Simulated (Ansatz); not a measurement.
F₂H₆N₂OSi₂ (`N[SiH](O)[Si](N)(F)F`) at its PBE0-D4/def2-TZVP geometry, where that method's forces vanish. Charge 0, multiplicity 1.

```xyz
13

N    -0.2112   -1.5962   -1.5793
Si    0.2324   -0.0057   -1.1619
O    -0.8531    1.2025   -1.4859
Si    0.5735   -0.0811    1.1557
N    -0.1705    1.2491    1.8959
F    -0.0825   -1.4000    1.7849
F     2.1191   -0.2366    1.5329
H    -0.2438   -1.9412   -2.5238
H    -0.6296   -2.2300   -0.9201
H     1.4111    0.4063   -1.9577
H    -1.7074    1.1421   -1.0540
H    -0.2396    1.3561    2.8956
H    -0.1984    2.1348    1.4176
```

Problem. What forces (eV/Å) does r2SCAN-D4/def2-TZVPP give on these atoms in Ansatz 0.2.0? (Estimate.)

Solution. Ansatz gave: 
```
N1   0.015 -0.008 -0.007
Si2  0.082  0.013  0.088
O3  -0.030  0.080 -0.058
Si4 -0.006  0.012 -0.105
N5  -0.026 -0.008 -0.020
F6  -0.031 -0.063  0.032
F7   0.079 -0.013  0.028
H8  -0.013 -0.039 -0.015
H9  -0.014 -0.029 -0.007
H10 -0.019 -0.007 -0.004
H11 -0.027  0.000  0.021
H12 -0.003  0.033  0.024
H13 -0.007  0.030  0.022
```
